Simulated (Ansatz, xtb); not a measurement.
## Relative energy of two isomers of C5H10Se

We compare X, `C=C(C)CC[SeH]`, a singlet, with Y, `CCC(=[Se])CC`, a singlet. Both are isolated molecules in the gas phase, relaxed with B3LYP-D3(BJ)/def2-SVP; each stands in its lowest conformer found.

Quicker runs give these differences E(Y) − E(X): GFN2-xTB −0.435 eV; HF/STO-3G −0.322 eV (at GFN2-xTB geometries); r2SCAN-D4/def2-SVP −0.223 eV (at GFN2-xTB geometries).

Task: Estimate E(Y) − E(X) at the level CCSD(T)/def2-SVP + ΔMP2/def2-TZVPP.

Result: Calculated at CCSD(T)/def2-SVP + ΔMP2/def2-TZVPP: E(Y) − E(X) = −0.098 eV, so structure Y lies lower.

Level by level:

```csv
level,geometry,E(Y) − E(X) (eV),departure from the last row (eV),"job, with rough time for the two"
GFN2-xTB,GFN2-xTB,−0.435,−0.337,"optimisation, 0.52 s"
HF/STO-3G,GFN2-xTB,−0.322,−0.224,"single point, 0.46 s"
r2SCAN-D4/def2-SVP,GFN2-xTB,−0.223,−0.125,"single point, 4.5 s"
B3LYP-D3(BJ)/def2-SVP,B3LYP-D3(BJ)/def2-SVP,−0.132,−0.034,"optimisation, 64 s"
HF/def2-SVP,B3LYP-D3(BJ)/def2-SVP,−0.043,+0.055,part of the CCSD(T) run
MP2/def2-SVP,B3LYP-D3(BJ)/def2-SVP,−0.256,−0.157,part of the CCSD(T) run
CCSD(T)/def2-SVP,B3LYP-D3(BJ)/def2-SVP,−0.196,−0.098,single point
CCSD(T)/def2-SVP + ΔMP2/def2-TZVPP,B3LYP-D3(BJ)/def2-SVP,−0.098,,"single point, 1.8 min"
```

As drawn, Y has 1 C–C, 1 C=Se, 1 C–H in place of 1 C=C, 1 C–Se, 1 Se–H.

The levels shown agree on the order. The largest departure from CCSD(T)/def2-SVP + ΔMP2/def2-TZVPP is that of GFN2-xTB, 0.337 eV. The last row adds to CCSD(T) the change of the MP2 difference between the two basis sets, here +0.098 eV.

With thermal terms from frequencies at re-optimised GFN2-xTB minima (ideal gas, soft modes damped towards free rotors, one conformer each, 298.15 K, 1 atm): on the last row, ΔE + ΔZPE = +0.042, ΔH = +0.035, ΔG = +0.046 eV. The zero-point term alone reverses the order. The free energy reverses the electronic order.

The correlated steps freeze 14 core orbitals; the filled d shell of Se is correlated, in a basis made for valence electrons. Codes used: Ansatz 0.2.0, xtb 6.7.1; the last row on 4 threads of Arm Neoverse V2 on a shared host.
